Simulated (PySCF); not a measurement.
## Telling isomers of C$_{4}$H$_{9}$PSi$_{2}$ apart by NMR

[PySCF: PBE0/pcSseg-1 with gauge-including orbitals; GFN2-xTB structure; one computed conformer; gas phase; averaged over atoms made equivalent by symmetry, fast rotation or ring inversion; non-relativistic Hamiltonian]

δ = σ(ref) − σ, references computed at the same level: TMS for ¹H (σ = 31.72 ppm) and ¹³C (σ = 186.93 ppm). Splittings of carbon signals by F and P are missing where no couplings were computed. Where no couplings were computed, multiplicities follow the n + 1 count of equivalent neighbours, and m marks all less simple cases (inequivalent or close neighbours, rings, F or P nearby). Shifts are as computed. Against solution values, carbons near 30 ppm lie about +3 ppm off and those near 130 ppm about +5 ppm. Of 1211 compounds with measured shifts, 218 miss one by over three times the rms of a fit or turn the order of signals round; such compounds aren't used in these exercises.

(1) Tabulate the signals of `C#C/C(=C\[SiH3])[SiH2]P`, `C=C1[SiH2][Si@@H](P)C1=C` and their relative energies.

(2) What is the quickest way to tell C#C/C(=C\[SiH3])[SiH2]P from C=C1[SiH2][Si@@H](P)C1=C?

Answers

(1) 
| SMILES | carbon types | δC | δH | E rel. (kcal/mol) |
| --- | --- | --- | --- | --- |
| C#C/C(=C\[SiH3])[SiH2]P | 2×C 2×CH | 158.1, 152.8, 102.2, 86.9 | 7.25 (m, 1H), 4.62 (m, 2H), 4.17 (d, 3H), 3.67 (s, 1H), 1.44 (m, 2H) | 24.0 |
| C=C1[SiH2][Si@@H](P)C1=C | 2×C 2×CH2 | 160.1, 155.1, 128.8, 127.6 | 6.64 (br s, 1H), 6.59 (m, 1H), 5.73 (m, 1H), 5.67 (br s, 1H), 5.23 (m, 1H), 4.74 (m, 1H), 4.70 (m, 1H), 1.21 (m, 2H) | 0.0 |

Energies are electronic energies at PBE0/pcSseg-1 on these geometries, without zero-point or thermal terms, each for the one conformer computed, which needn't be the lowest.

(2) Both give the same number of carbon signals, but DEPT or the intensities differ. The first has an alkene CH at 158.1 ppm, the second a terminal =CH2 carbon at 128.8 ppm. Their most deshielded carbons lie at 158.1 and 160.1 ppm. In the proton spectra the most deshielded non-exchanging signals are 7.25 (m, 1H) and 6.64 (br s, 1H).
